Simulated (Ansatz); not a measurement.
One change: `SB(S)Cl` becomes `[SH][In]([SH])[Cl]`.

Ansatz, PBE0-D4/def2-TZVP geometries, multiplicity 1. Each molecule was computed in one conformer, which needn't be the lowest.

Elements past krypton have def2 core potentials.

| property | `SB(S)Cl` |
| --- | --- |
| zero-point energy (PBE0-D4/def2-TZVP) / kJ/mol | 66.2 |
| LUMO energy (PBE/def2-TZVPP) / eV | -1.88 |
| HOMO–LUMO gap (ωB97M-V/def2-TZVPP) / eV | 10.95 |
| HOMO energy (B3LYP/def2-TZVPP) / eV | -7.50 |
| HOMO energy (PBE0/def2-TZVPP) / eV | -7.76 |
| HOMO–LUMO gap (PBE/def2-TZVPP) / eV | 4.70 |

(1) Give the same properties after the change, and the shifts. (Best estimate.)

Answers

(1) Ansatz gave: 
```csv
property,`[SH][In]([SH])[Cl]`,shift
zero-point energy (PBE0-D4/def2-TZVP) / kJ/mol,51.4,-14.8
LUMO energy (PBE/def2-TZVPP) / eV,-2.92,-1.04
HOMO–LUMO gap (ωB97M-V/def2-TZVPP) / eV,9.85,-1.10
HOMO energy (B3LYP/def2-TZVPP) / eV,-7.60,-0.10
HOMO energy (PBE0/def2-TZVPP) / eV,-7.87,-0.11
HOMO–LUMO gap (PBE/def2-TZVPP) / eV,3.72,-0.98
```

With PBE0 the HOMO falls by 0.11 eV and the LUMO falls by 1.08 eV, so the gap narrows by about 0.97 eV. PBE moves the HOMO by -0.06 eV and ωB97M-V by -0.16 eV.

B3LYP here is the variant with VWN-RPA as its local correlation; programs differ in this.
